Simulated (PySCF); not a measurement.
Start geometry of `[H]/N=C\[C@@H]1C[SiH2]1` from a GFN2-xTB structure with every atom displaced at random (by about 0.01 Å) (Å):
```
atom  x, y, z in Å
N1     2.2662   -1.2114    0.1501
C2     1.2067   -0.5484    0.4833
C3     0.2396    0.1506   -0.3705
C4    -0.6130    1.2309    0.2525
Si5   -1.6007   -0.3178   -0.2334
H6     2.4231   -1.1788   -0.8609
H7     1.0032   -0.5360    1.5517
H8     0.6464    0.3685   -1.3657
H9    -0.4563    1.4406    1.3203
H10   -0.7408    2.1391   -0.3059
H11   -2.3681   -0.3126   -1.4493
H12   -1.9667   -1.2530    0.8187
```

Task: What comes out of this run: PBE0-D3(BJ)/def2-SVP geometry optimisation, gas phase in PySCF?

Result: 
```
atom  x, y, z in Å
N1     2.442   -0.857    0.145
C2     1.289   -0.447    0.487
C3     0.238    0.148   -0.362
C4    -0.769    1.127    0.275
Si5   -1.542   -0.474   -0.238
H6     2.583   -0.711   -0.862
H7     1.019   -0.553    1.555
H8     0.572    0.407   -1.375
H9    -0.627    1.320    1.345
H10   -0.975    2.040   -0.293
H11   -2.335   -0.547   -1.488
H12   -1.853   -1.485    0.800
```

The energy falls by 0.111 eV over 7 energy and gradient evaluations, the largest force component goes from 0.0311 to 3.4e-04 Eh/bohr, and the atoms move by 0.070 Å rms after alignment. The bond that changes most is C4–Si5 (sp3 carbon bound to silicon to SiH2 silicon), which shortens by 0.050 Å. Bonds longer at the end by more than 0.005 Å: 6 of 12; shorter: 3. Among the angles that change most is Si5–C3–H8, from 118.2° to 115.2°. Rotational constants go from 9276, 2376, 2109 to 9725, 2332, 2102 MHz. The orientation of the end geometry is arbitrary; only internal coordinates are fixed.

The run used 109 basis functions and 50 SCF cycles in all.

No frequency check. The numbers are those of one conformer.
